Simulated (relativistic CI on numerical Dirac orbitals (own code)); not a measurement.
**Sensitivity of the levels of Xe36+ to α and to the nuclear radius**

These numbers are calculated, not measured: Dirac-Coulomb-Breit CI, KLI orbitals optimised for each configuration, derivatives by finite differences, unscaled Slater integrals, QED left out (own radial code, finite nucleus).

Configuration list (outside the closed core [Ne]): 3s²3p⁶, 3s²3p⁵3d, 3s3p⁶3d, 3p⁶3d², 3p⁵3d³. Double excitations out of closed p, d and f shells are left out; levels of such configurations are missing from the list, as are those of other unlisted configurations, and high levels can miss mixing partners.

With x = (α/α₀)² − 1 an excitation energy changes as ω = ω₀ + qx; K = 2q/ω₀ is the relative enhancement. Terms are leading LS components, so labels can repeat. The field-shift factor is F = δν/δ⟨r²⟩ for the transition from the lowest level.

Lowest level 3s²3p⁶ ¹S0.

```
        Level  ω₀ (cm⁻¹)   q (cm⁻¹)       K  F (GHz/fm²)
3s²3p⁵3d ³P°0    1263592      35830  0.0567         3.82
3s²3p⁵3d ³P°1    1308734      52730  0.0806          3.9
3s²3p⁵3d ³F°3    1352041      36600  0.0541         3.89
3s²3p⁵3d ³D°2    1370020      44540   0.065         3.91
3s²3p⁵3d ³F°4    1450384     171800   0.237         5.17
3s²3p⁵3d ¹D°2    1476848     175900   0.238         4.88
3s²3p⁵3d ³D°3    1543276     173500   0.225         5.35
3s²3p⁵3d ³D°1    1677342     239100   0.285         1.74
3s²3p⁵3d ³F°2    1951624     707800   0.725        -19.4
3s²3p⁵3d ³D°2    2096799     844400   0.805          -18
3s²3p⁵3d ³F°3    2122646     849700   0.801        -18.2
3s²3p⁵3d ¹P°1    2212292     645400   0.583        -15.6
  3s3p⁶3d ³D1    3067939     822400   0.536         -897
  3s3p⁶3d ³D2    3094890     834600   0.539         -898
  3s3p⁶3d ³D3    3205483     960300   0.599         -896
  3s3p⁶3d ¹D2    3290497     956900   0.582         -904
   3p⁶3d² ³F2    6221948  1.651e+06   0.531        -1790
   3p⁶3d² ³P0    6340259  1.669e+06   0.527        -1790
   3p⁶3d² ³F3    6341568  1.785e+06   0.563        -1790
   3p⁶3d² ³P2    6406227  1.781e+06   0.556        -1790
   3p⁶3d² ³F4    6406513  1.808e+06   0.564        -1790
   3p⁶3d² ³P1    6427164  1.788e+06   0.556        -1790
   3p⁶3d² ¹G4    6520765  1.898e+06   0.582        -1790
```

At this charge energies of transitions that change n are usually good to better than 1 %, and those within a shell (Δn = 0) to a few per cent.
